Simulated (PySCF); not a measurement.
GeB⁺: frontier orbitals

r²SCAN at R = 2.167 Å; basis Ge jorge-DZP-DKH, B jorge-DZP-DKH; spin-free X2C with a Gaussian nucleus; PySCF 2.14. State: ³Π (triplet), unpaired electrons σ ↑, π ↑. Only the outer orbitals are listed, counted within each symmetry.

```csv
spin,orbital,occ.,ε (eV),on Ge (%),main shells (%)
α,8σ,1,-21.02,68,"65 Ge s, 25 B s"
α,9σ,1,-16.31,36,"64 B s, 27 Ge s, 9 Ge p"
α,10σ,1,-12.43,38,"54 B p, 34 Ge p"
α,4π,1,-12.21,56,"56 Ge p, 44 B p"
α,4π,0,-11.45,61,"61 Ge p, 38 B p"
α,5π,0,-9.24,44,"56 B p, 44 Ge p"
α,5π,0,-8.57,39,"61 B p, 39 Ge p"
β,8σ,1,-19.90,69,"66 Ge s, 22 B s, 8 B p"
β,9σ,1,-14.76,46,"54 B s, 29 Ge s, 16 Ge p"
β,4π,0,-10.97,63,"63 Ge p, 36 B p"
β,4π,0,-10.18,67,"67 Ge p, 32 B p"
β,10σ,0,-9.45,34,"36 B p, 33 Ge p, 29 B s"
```

**Question.** Which are the highest filled and the lowest empty level, where do they sit, and how wide is the gap?

**Answer.** Highest filled α 4π at -12.21 eV (in %: 56 Ge p, 44 B p); lowest empty α 4π at -11.45 eV (in %: 61 Ge p, 38 B p); the gap at r²SCAN is 0.76 eV. Both belong to one degenerate shell, split only by its one-sided filling, so this is no excitation gap.

```json
{"bond order (Mayer)": "1.24", "⟨S²⟩": "2.005", "charge on Ge (Mulliken, basis-dependent)": "0.88", "charge on Ge (Löwdin, basis-dependent)": "0.89", "dipole moment (positive dipole points towards B; it is taken about the centre of mass and depends on that origin)": "2.01 D"}
```

Spin–orbit coupling is left out. The state is the lowest determinant that a PBE0 search found; another state may lie lower at other levels.
